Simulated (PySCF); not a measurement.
The group X on HS-X is varied. Gas-phase values, no solvent. One relaxed conformer stands for each flexible species; it need not be the lowest. Strings in code marks are SMILES.

Calculation: B3LYP-D3(BJ)/def2-TZVP run with PySCF. All candidates: neutral, multiplicity 1. B3LYP has the VWN-RPA correlation part, as in Gaussian. Excitations are Tamm–Dancoff values on a coarser integration grid. The basis has no diffuse functions, so Rydberg states are missing or too high.

| Item | Result |
|---|---|
| HOMO–LUMO gap | 5.48 eV |
| HOMO | -6.87 eV |
| T1 excitation (TDA) | 3.16 eV |

### Question
Say which member has these values.
(A) `CC(=O)OS` (O–C–O–S torsion -1°, C–O–S–H torsion 1°)
(B) `OS` (H–O–S–H torsion 91°)
(C) `S[SeH]` (H–S–Se–H torsion 90°)
(D) `[SH][GeH3]`

### Answer
A, `CC(=O)OS` (O–C–O–S torsion -1°, C–O–S–H torsion 1°). The others give `[SH][GeH3]`: 6.69 eV, -7.05 eV, 5.01 eV; `OS` (H–O–S–H torsion 91°): 5.80 eV, -6.86 eV, 3.54 eV; `S[SeH]` (H–S–Se–H torsion 90°): 5.20 eV, -6.96 eV, 3.37 eV
